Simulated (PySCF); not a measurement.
All values below come from B3LYP-D3(BJ)/def2-TZVP run with PySCF. All species are isolated molecules in the gas phase. One relaxed conformer stands for a flexible species; it need not be the lowest. B3LYP has the VWN-RPA correlation part, as in Gaussian. 

Reference species (SMILES): `B1B[SiH2]1` (neutral, multiplicity 1).

```
Quantity         Result
-------------  --------
HOMO–LUMO gap   4.64 eV
HOMO           -6.75 eV
```

Changed species: `BB=[SiH2]`.

Q: Give the shifts of the HOMO–LUMO gap and HOMO.

A: the HOMO–LUMO gap drops by 1.22 eV, to 3.42 eV; the HOMO increases by 0.60 eV, to -6.15 eV.
